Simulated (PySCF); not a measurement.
# How methods differ on the ionisation energy of Mo

Mo [Kr] 4d5 5s1 (7S) → Mo⁺ [Kr] 4d5 (6S), as a difference of total energies. Computed with PySCF 2.14 in def2-QZVPPD with the def2 core potential (28 electrons) (7s5p4d3f2g, 81 functions), with scalar relativity through the core potential. Correlated levels: valence and next inner shell: nothing frozen outside the core potential. The calculations carry no spin-orbit coupling.

```
                                method  ionisation energy (eV)  error (eV)
                                   UHF                   6.280      -0.812
    MP2 (valence and next inner shell)                   7.151      +0.059
SCS-MP2 (valence and next inner shell)                   6.749      -0.343
   CCSD (valence and next inner shell)                   7.039      -0.053
CCSD(T) (valence and next inner shell)                   7.112      +0.020
```

Reference: 7.092 eV (measured; NIST Atomic Spectra Database, ionization energies).

Errors of the correlated levels include the incompleteness of this basis.
